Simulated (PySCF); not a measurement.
Species: bromobenzene, C6H5Br.
Atom-mapped SMILES: `[Br:1][c:2]1[cH:3][cH:4][cH:5][cH:6][cH:7]1` (hydrogens: H8 on C3; H9 on C4; H10 on C5; H11 on C6; H12 on C7)

The closed-shell ground state was solved at several levels (PySCF, density fitting, gas phase). Isolated species at its GFN2-xTB geometry, gas phase. The calculation is non-relativistic and has no spin–orbit coupling, an omission that weighs most on bromine.

```json
{"level": "PBE0/pcSseg-1", "basis functions": "168", "total energy (Eh)": "-2804.9214", "HOMO (eV)": "-7.15", "LUMO (eV)": "-0.57", "gap (eV)": "6.58", "dipole (D)": "1.79"}
{"level": "wB97X-D/def2-SVPD", "basis functions": "201", "total energy (Eh)": "-2805.3081", "HOMO (eV)": "-8.92", "LUMO (eV)": "1.09", "gap (eV)": "10.01", "dipole (D)": "1.92"}
```

**Question.** Estimate the row for B3LYP/pcJ-1 (pcSseg-1 on Br), a basis of 253 functions; the other rows only guide the guess.

**Answer.** Total energy -2805.5710 Eh, HOMO -6.87 eV, LUMO -0.72 eV, gap 6.15 eV, dipole 1.72 D.

**Question.** Over all these levels, which gives the widest orbital gap and which the narrowest?

**Answer.** wB97X-D/def2-SVPD (range-separated hybrid) has the widest, 10.01 eV, and B3LYP/pcJ-1 (pcSseg-1 on Br) (global hybrid, 20 % exact exchange) the narrowest, 6.15 eV. Functional and basis both differ between the two, so the spread mixes both effects.

**Question.** How far do the dipole and the HOMO energy spread over the levels?

**Answer.** The dipole runs from 1.72 to 1.92 D (mean 1.81 D) and the HOMO from -8.92 to -6.87 eV.

The pairwise dispersion term of wB97X-D wasn't added to the energies; at a given geometry it leaves orbitals and properties as they are.
